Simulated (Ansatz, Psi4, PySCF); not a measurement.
trifluoroacetic acid (C₂HF₃O₂), singlet, geometry from GFN2-xTB. Base run: WB97X/STO-3G run with PySCF.

PySCF was given this input:
```python
from pyscf import gto, scf, dft

mol = gto.M(
    atom='''
O     1.581176   -0.848217    0.389000
C     0.943471    0.232157   -0.010556
O     1.424852    1.275906   -0.320080
C    -0.590699   -0.048204   -0.025323
F    -1.028069   -0.384854    1.192194
F    -1.276336    1.018490   -0.423723
F    -0.885622   -1.056682   -0.851740
H     2.545399   -0.717810    0.413335
''',
    basis='sto-3g',
    charge=0,
    spin=0,
    verbose=3,
)

mf = dft.RKS(mol)
mf.xc = 'wb97x'
mf.kernel()
```

The same geometry, method and basis name were run in Ansatz (a program for electronic structure) and Psi4 and PySCF, at each program's defaults and at the settings that a row names. The base is PySCF at its defaults. Differences at the defaults can come from grids, fitting, cores and function types together.

```json
[
 {"code and settings": "PySCF, defaults (exact integrals, its default grid, spherical functions)", "ΔE vs base (µEh)": "0.0", "basis functions": "36", "E (Eh)": "-519.30391", "SCF cycles": "10", "dipole (D)": "1.75"},
 {"code and settings": "Psi4, defaults (density fitting with its default set, its default grid, spherical functions)", "ΔE vs base (µEh)": "-2383", "basis functions": "36", "E (Eh)": "-519.30630", "SCF cycles": "9", "dipole (D)": "1.75"},
 {"code and settings": "Ansatz, defaults (factorised integrals, its default grid, spherical functions)", "ΔE vs base (µEh)": "-6.6", "basis functions": "36", "E (Eh)": "-519.30392", "SCF cycles": "-", "dipole (D)": "-"},
 {"code and settings": "PySCF, density fitting with def2-universal-jkfit", "ΔE vs base (µEh)": "-2387", "basis functions": "36", "E (Eh)": "-519.30630", "SCF cycles": "10", "dipole (D)": "1.75"},
 {"code and settings": "PySCF, fine grid", "ΔE vs base (µEh)": "-9.3", "basis functions": "36", "E (Eh)": "-519.30392", "SCF cycles": "10", "dipole (D)": "1.75"},
 {"code and settings": "Psi4, exact integrals, spherical functions, fine grid", "ΔE vs base (µEh)": "-10.0", "basis functions": "36", "E (Eh)": "-519.30392", "SCF cycles": "11", "dipole (D)": "1.75"},
 {"code and settings": "Ansatz, high accuracy", "ΔE vs base (µEh)": "-9.0", "basis functions": "36", "E (Eh)": "-519.30392", "SCF cycles": "-", "dipole (D)": "-"}
]
```
